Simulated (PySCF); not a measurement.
A calculated (r2SCANh, PySCF 2.14, aug-cc-pVQZ-DK3, scalar relativity by spin-free X2C-1e) atom or ion has these occupied shells.

```csv
shell,electrons,orbital energy (eV),"rms radius, mean of both spins (bohr)"
1s α,1,-85428.3,0.0184
1s β,1,-85428.2,0.0184
2s α,1,-15271.0,0.0743
2s β,1,-15270.8,0.0743
2p α,3,-13203.3,0.0684
2p β,3,-13203.2,0.0684
3s α,1,-3681.7,0.189
3s β,1,-3681.6,0.189
3p α,3,-3079.7,0.192
3p β,3,-3079.6,0.192
3d α,5,-2424.5,0.176
3d β,5,-2424.4,0.176
4s α,1,-850.24,0.416
4s β,1,-850.01,0.416
4p α,3,-650.54,0.444
4p β,3,-650.34,0.444
4d α,5,-407.06,0.472
4d β,5,-406.83,0.472
5s α,1,-159.16,0.933
5s β,1,-158.02,0.933
4f α,7,-141.49,0.510
4f β,7,-141.22,0.510
5p α,3,-103.95,1.07
5p β,3,-102.64,1.07
5d α,5,-39.664,1.43
5d β,4,-38.281,1.43
6s α,1,-29.456,2.33
6p α,1,-19.541,2.88
```

Question: Name the element and its charge.

Answer: Tl²⁺ (thallium, charge +2), in [Xe] 4f14 5d9 6s1 6p1, one real determinant (an excited configuration).
